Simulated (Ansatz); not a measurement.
The same redistribution along the group B, Al, Ga, In.

Program: Ansatz. Geometries: PBE0-D4/def2-TZVP. ΔE: electronic, gas phase. CBS: MP2 limit from def2 TZ/QZ plus the TZ coupled-cluster correction, frozen cores. This one scheme is used for every species. Elements past krypton have def2 core potentials. For Ga, In outer-core shells are correlated without core-valence functions, which leaves a few kJ/mol of doubt a bond. Scalar relativity is left out up to krypton. Each species was taken in one conformer, which may not be the lowest.

**Question.** Order these by ΔE at CCSD(T)/CBS, lowest first. (Estimate.)
A. `[SiH3][SiH2][InH2]` + `OPS` → `OP[SiH2][SiH3]` + `[SH][InH2]`
B. `B[SiH2][SiH3]` + `OPS` → `OP[SiH2][SiH3]` + `BS`
C. `[SiH3][SiH2][GaH2]` + `OPS` → `OP[SiH2][SiH3]` + `[SH][GaH2]`

**Answer.** B (-92.5 kJ/mol), C (-59.0 kJ/mol), A (-43.8 kJ/mol).

Largest T1 diagnostic: 0.015, for `BS`.
